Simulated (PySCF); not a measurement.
Polarisability and C₆ of Ne⁺ (neon, charge +1)

[He] 2s2 2p5, 2P determinant. Computed with PySCF 2.14 in aug-cc-pwCVTZ (7s6p4d2f, 59 functions), with no relativity, point nucleus. Coupled (time-dependent) response in atomic units; α is the mean over directions.

| method | mean α (bohr³) | α xx, yy, zz | C₆ (like pair) | S(−4) |
| --- | --- | --- | --- | --- |
| UHF | 1.240 | 1.306, 1.207, 1.207 | 2.159 | 0.4685 |
| PBE | 1.378 | 1.421, 1.356, 1.356 | 2.462 | 0.6381 |
| PBE0 | 1.332 | 1.383, 1.306, 1.306 | 2.361 | 0.5770 |
| MN15 | 1.349 | 1.416, 1.316, 1.316 | 2.372 | 0.6109 |
| PW91 | 1.368 | 1.412, 1.346, 1.346 | 2.440 | 0.6271 |

S(−4) is the Cauchy moment in α(ω) = α(0) + S(−4) ω² + …

α(iu) at PW91:

| u (hartree) | α(iu) (bohr³) |
| --- | --- |
| 0 | 1.368 |
| 0.0500 | 1.366 |
| 0.100 | 1.362 |
| 0.200 | 1.344 |
| 0.300 | 1.315 |
| 0.500 | 1.235 |
| 0.750 | 1.112 |
| 1.00 | 0.9860 |
| 1.50 | 0.7629 |
| 2.00 | 0.5928 |
| 3.00 | 0.3773 |
| 5.00 | 0.1867 |

A single London oscillator, α(iu) = α/(1 + u²/ω²), gives C₆ = (3/4) ω α². Matching the computed C₆ needs ω = 4 × 2.440 / (3 × 1.368²) = 1.74 hartree.

For an ion, C₆ is the dispersion term alone; charge-induced terms of lower order in 1/R come first.

The components differ because the open shell of this determinant is not spherical; for a pure term their mean is the scalar polarisability.
